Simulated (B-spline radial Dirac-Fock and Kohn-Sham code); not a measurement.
**Relativistic shifts of the levels of Bi⁺**

System: Bi⁺ in the configuration [Xe] 4f14 5d10 6s2 6p2.

Both columns are ΔSCF binding energies of the configuration average from an atomic code on a B-spline grid: non-relativistic Hartree-Fock with a point nucleus, and Dirac-Fock with a finite nucleus and the Coulomb interaction alone, averaged over the two j levels with weights 2j+1.

```
shell  Hartree-Fock (eV)  Dirac-Fock (eV)  shift (eV)  shift (%)
   1s            81563.1          91053.7    +9490.58     +11.64
   2s            13911.1          16477.9    +2566.82     +18.45
   2p            13379.5          14249.2     +869.63      +6.50
   3s             3391.3           4037.8     +646.50     +19.06
   3p             3138.0           3382.4     +244.45      +7.79
   3d             2670.1           2645.3      -24.82      -0.93
   4s              800.7            966.1     +165.33     +20.65
   4p              687.9            745.9      +58.06      +8.44
   4d              480.5            471.0       -9.58      -1.99
   4f              197.1            174.7      -22.33     -11.33
   5s              153.9            185.5      +31.61     +20.54
   5p              113.3            120.9       +7.66      +6.76
   5d              45.55            41.31       -4.24      -9.32
   6s              21.64            25.40       +3.76     +17.35
   6p              14.60            14.84       +0.24      +1.62
```

Relativity binds 1s, 2s, 2p, 3s, 3p, 4s, 4p, 5s, 5p, 6s, 6p more strongly, among those listed most of all 4s in relative terms, and 3d, 4d, 4f, 5d more weakly, because the contracted s and p shells screen the nucleus better.

Values without a named source are computed, but for edge energies of neutral atoms, which are taken from tables.
